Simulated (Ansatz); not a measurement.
H$_{5}$InO$_{3}$Si (`[OH][In]([OH])[O][SiH3]`). Charge 0, multiplicity 1. In takes the def2 core potential.

```xyz
10

O     1.540    0.398    1.723
In    1.001   -0.815    0.262
O     1.972   -2.459   -0.175
O    -0.584   -0.366   -0.816
Si   -1.647    0.868   -0.805
H     0.951    1.154    1.794
H     2.727   -2.591    0.405
H    -1.317    1.849    0.277
H    -1.617    1.595   -2.103
H    -3.026    0.368   -0.561
```

Question: List the harmonic frequencies (cm⁻¹, unscaled) at PBE0-D4/def2-TZVP in Ansatz. (Best estimate.)

Answer: Computed: 49, 52, 60, 106, 139, 141, 290, 314, 461, 602, 635, 719, 736, 835, 856, 952, 958, 993, 1000, 2159, 2215, 2218, 3875, 3882.

Question: Is this a minimum?

Answer: Yes, all 24 modes are real.

Question: Give the ideal-gas thermochemistry at 298.15 K and 1 bar (rigid rotor, harmonic oscillator; point group Cs, symmetry number 1).

Answer: Zero-point energy 145.0 kJ/mol; H(298) − E = 171.8 kJ/mol; entropy 413.6 J/(mol·K), of which translation 174.7, rotation 118.7, vibration 120.3; G(298) − E = 48.5 kJ/mol. Modes under 100 cm⁻¹ are hindered rotations or soft bends, so the harmonic entropy is rough.
